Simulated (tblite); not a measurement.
Parent: `[CH3:1][Si@@H:2]([OH:3])[CH:4]=[O:5]` with C1–Si2–O3–H 132°, C1–Si2–C4–O5 -124°, C2H6O2Si.

Structures optimised with GFN2-xTB, isolated species. One conformer each, not checked by frequencies here.

```json
{"coordinate of the parent": "C1–Si2", "value": "1.894 Å"}
{"coordinate of the parent": "Si2–O3", "value": "1.622 Å"}
{"coordinate of the parent": "Si2–C4", "value": "1.922 Å"}
{"coordinate of the parent": "C4=O5", "value": "1.209 Å"}
{"coordinate of the parent": "C1–Si2–O3", "value": "109.8°"}
{"coordinate of the parent": "C1–Si2–C4", "value": "109.8°"}
{"coordinate of the parent": "O3–Si2–C4", "value": "106.5°"}
{"coordinate of the parent": "Si2–C4–O5", "value": "120.9°"}
```

Question: How does the shared frame change in `[CH3:1][CH:2]([CH3:3])[O:4][Si@H:5]([CH3:6])[CH:7]=[O:8]` with C1–C2–O4–Si5 -168°, C2–O4–Si5–C6 -70°, O4–Si5–C7–O8 178°, C5H12O2Si? Atoms pair as C1 = C6, Si2 = Si5, O3 = O4, C4 = C7, O5 = O8 (parent first).

Answer: 
```
   parent   relative  value in the relative  change
   C1–Si2     C6–Si5                1.904 Å  +0.010
   Si2–O3     Si5–O4                1.617 Å  -0.005
   Si2–C4     Si5–C7                1.914 Å  -0.008
    C4=O5      C7=O8                1.205 Å  -0.004
C1–Si2–O3  C6–Si5–O4                 116.0°    +6.2
C1–Si2–C4  C6–Si5–C7                 109.0°    -0.8
O3–Si2–C4  O4–Si5–C7                  99.8°    -6.7
Si2–C4–O5  Si5–C7–O8                 123.3°    +2.4
```

Of the parent's bonds, C1–Si2 changes most (+0.010 Å). Bonds of the relative outside the shared frame: C1–C2 1.525, C2–C3 1.524, C2–O4 1.409 Å. Point group C1 → C1.

Question: How does the shared frame change in `[CH2:1]=[CH:2][O:3][Si@H:4]([CH3:5])[CH:6]=[O:7]` with C1–C2–O3–Si4 2°, C2–O3–Si4–C5 175°, O3–Si4–C6–O7 -158°, C4H8O2Si? Atoms pair as C1 = C5, Si2 = Si4, O3 = O3, C4 = C6, O5 = O7 (parent first).

Answer: 
```tsv
parent	relative	value in the relative	change
C1–Si2	C5–Si4	1.892 Å	-0.002
Si2–O3	Si4–O3	1.635 Å	+0.013
Si2–C4	Si4–C6	1.928 Å	+0.006
C4=O5	C6=O7	1.205 Å	-0.004
C1–Si2–O3	C5–Si4–O3	103.0°	-6.8
C1–Si2–C4	C5–Si4–C6	110.2°	+0.4
O3–Si2–C4	O3–Si4–C6	108.5°	+2.0
Si2–C4–O5	Si4–C6–O7	125.6°	+4.7
```

Of the parent's bonds, Si2–O3 changes most (+0.013 Å). Bonds of the relative outside the shared frame: C1=C2 1.320, C2–O3 1.348 Å. Point group C1 → C1.

Question: How does the shared frame change in `[CH3:1][Si@@H:2]([CH:3]=[O:4])[O:5][CH:6]1[CH2:7][CH2:8]1` with C1–Si2–C3–O4 123°, C1–Si2–O5–C6 -177°, Si2–O5–C6–C7 56°, C5H10O2Si? Atoms pair as C1 = C1, Si2 = Si2, O3 = O5, C4 = C3, O5 = O4 (parent first).

Answer: 
```json
{"parent": "C1–Si2", "relative": "C1–Si2", "value in the relative": "1.892 Å", "change": "-0.002"}
{"parent": "Si2–O3", "relative": "Si2–O5", "value in the relative": "1.611 Å", "change": "-0.011"}
{"parent": "Si2–C4", "relative": "Si2–C3", "value in the relative": "1.930 Å", "change": "+0.008"}
{"parent": "C4=O5", "relative": "C3=O4", "value in the relative": "1.207 Å", "change": "-0.002"}
{"parent": "C1–Si2–O3", "relative": "C1–Si2–O5", "value in the relative": "103.7°", "change": "-6.1"}
{"parent": "C1–Si2–C4", "relative": "C1–Si2–C3", "value in the relative": "107.6°", "change": "-2.2"}
{"parent": "O3–Si2–C4", "relative": "O5–Si2–C3", "value in the relative": "115.5°", "change": "+9.0"}
{"parent": "Si2–C4–O5", "relative": "Si2–C3–O4", "value in the relative": "125.8°", "change": "+4.9"}
```

Of the parent's bonds, Si2–O3 changes most (-0.011 Å). Bonds of the relative outside the shared frame: O5–C6 1.382, C6–C7 1.496, C7–C8 1.502, C6–C8 1.496 Å. Point group C1 → C1.

The numbers are calculated, not measured.
